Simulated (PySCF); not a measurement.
C2H5ClFIn, SMILES C[CH2][In]([F])[Cl] (CAM-B3LYP/def2-SVP optimised geometry):

```
10

In     0.556     0.218     0.000
F     -0.088     2.065     0.000
Cl     2.895     0.218     0.000
C     -0.790    -1.455    -0.002
C     -2.267    -1.080     0.023
H     -0.504    -2.065     0.869
H     -0.528    -2.043    -0.894
H     -2.556    -0.479    -0.851
H     -2.533    -0.500     0.919
H     -2.895    -1.986     0.021
```

Computed with CAM-B3LYP/def2-TZVP, def2 effective core potentials past Kr run with PySCF.

**Question.** What are the frontier orbital energies and the dipole moment?

**Answer.** HOMO-2 -10.34 eV, HOMO-1 -10.32 eV, HOMO -9.67 eV, LUMO -0.77 eV, LUMO+1 -0.55 eV; dipole moment 4.54 D.
